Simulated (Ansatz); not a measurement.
The cluster Li4S2⁺. Charge 1, multiplicity 2. Geometry PBE-D4/def2-TZVP.

```tsv
atom	x (Å)	y (Å)	z (Å)
Li1	2.6754	2.8587	-0.8459
Li2	-2.6672	-2.8732	0.8220
Li3	-0.9809	0.7300	-0.6402
Li4	0.9754	-0.7197	0.6576
S5	1.2146	1.3035	-0.3761
S6	-1.2172	-1.2993	0.3825
```

B3LYP takes the VWN-RPA correlation. HSE06 is defined as in plane-wave codes, on full-range PBE exchange. The structure comes from a short search, and lower isomers may exist.

Problem. Estimate the α-spin orbital energies around the gap (eV) in Ansatz with HF/6-31G, LDA (SPW92)/def2-TZVP, B3LYP-D4/6-31G, HSE06-D4/def2-TZVP, ωB97X-V/def2-TZVP.

Solution. 
```csv
orbital,HF/6-31G,LDA (SPW92)/def2-TZVP,B3LYP-D4/6-31G,HSE06-D4/def2-TZVP,ωB97X-V/def2-TZVP
HOMO−13,-179.79,-156.39,-161.95,-162.64,-164.47
HOMO−12,-179.78,-156.39,-161.95,-162.64,-164.47
HOMO−11,-72.46,-54.40,-59.02,-58.83,-61.71
HOMO−10,-69.76,-54.40,-59.02,-58.83,-61.71
HOMO−9,-69.32,-52.60,-57.24,-57.00,-59.84
HOMO−8,-69.31,-52.59,-57.23,-56.99,-59.83
HOMO−7,-29.31,-18.82,-20.60,-20.58,-23.91
HOMO−6,-24.26,-18.66,-20.42,-20.40,-23.71
HOMO−5,-15.96,-10.34,-11.28,-11.03,-13.90
HOMO−4,-15.91,-9.33,-10.21,-10.07,-12.81
HOMO−3,-14.99,-9.30,-10.13,-9.95,-12.65
HOMO−2,-11.84,-9.13,-9.90,-9.75,-12.49
HOMO−1,-10.90,-9.08,-9.90,-9.73,-12.45
HOMO,-10.40,-8.94,-9.77,-9.70,-12.39
LUMO,-3.26,-4.43,-4.30,-4.24,-2.70
LUMO+1,-1.84,-4.25,-4.18,-4.11,-2.61
LUMO+2,-1.71,-3.62,-3.33,-3.36,-1.75
LUMO+3,-1.68,-3.03,-2.78,-2.78,-1.28
LUMO+4,-1.62,-3.03,-2.54,-2.65,-0.82
LUMO+5,-1.08,-2.83,-2.50,-2.49,-0.70
β HOMO,-10.18,-8.72,-8.81,-8.49,-10.25
β LUMO,-4.18,-8.31,-7.60,-7.76,-5.92
```
